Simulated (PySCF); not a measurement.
How the functional moves excitation energies

Methyl butanoate, C₅H₁₀O₂.
Bonds: C1–C2, C2–C3, C3–C4, C4–O5 (double), C4–O6, O6–C7. Hydrogens: H8, H9, H10 on C1; H11, H12 on C2; H13, H14 on C3; H15, H16, H17 on C7.

Linear-response calculations in the def2-SVPD basis (PySCF; singlets by full response, triplets Tamm–Dancoff, core orbitals frozen in the response; HF means time-dependent Hartree–Fock). 'Strongest' is the level of largest summed f among the singlets computed (10 roots, of which the last may lack a degenerate partner); it can jump between rows when another state enters that window. S1 is the lowest singlet of each run and needn't be the same state throughout; f(S1) is that of one state. One conformer (not necessarily the lowest) at the PBE0-D3(BJ)/def2-SVP geometry, without solvent, vibrations or thermal averaging.

```tsv
functional	kind	S1 (eV)	f(S1)	strongest (eV)	T1 (eV)	HOMO (eV)	gap (eV)	ionisation energy, ΔSCF (eV)
LDA	LDA	5.66	0.001	7.19	5.22	-6.60	5.43	9.97
PBE	GGA	5.67	0.001	7.34	5.16	-6.39	5.47	9.80
B3LYP	global hybrid, 20% exact exchange	5.88	0.001	7.79	5.38	-7.80	7.71	10.23
PBE0	global hybrid, 25% exact exchange	5.95	0.001	7.99	5.40	-8.05	8.26	10.19
CAM-B3LYP	range-separated hybrid	5.98	0.001	8.21	5.47	-9.55	10.73	10.41
wB97X-D	range-separated hybrid	6.00	0.001	8.26	5.52	-9.99	12.05	10.34
LC-wPBE	range-separated hybrid	6.00	0.001	8.54	5.45	-10.85	13.12	10.50
HF	Hartree–Fock	6.79	0.001	9.54	6.28	-12.21	14.72	not settled
```

**Question.** What does BHandHLYP (global hybrid, 50% exact exchange) give?

**Answer.** S1 (eV) 6.21, f(S1) 0.001, strongest (eV) 8.63, T1 (eV) 5.69, HOMO (eV) -9.68, gap (eV) 10.72, ionisation energy, ΔSCF (eV) 10.22. S1 runs from 5.66 eV (LDA) to 6.79 eV (HF), a spread of 1.12 eV, while the orbital gap spreads over 9.3 eV. Along PBE (0%), B3LYP (20%), PBE0 (25%), BHandHLYP (50%), HF (100%) S1 rises with the share of exact exchange. −ε(HOMO) comes closest to its own ΔSCF ionisation energy with wB97X-D (-0.35 eV) and misses most with PBE (-3.41 eV). 'Not settled' means that the ion's SCF failed to converge or may have ended in another state than the lowest.
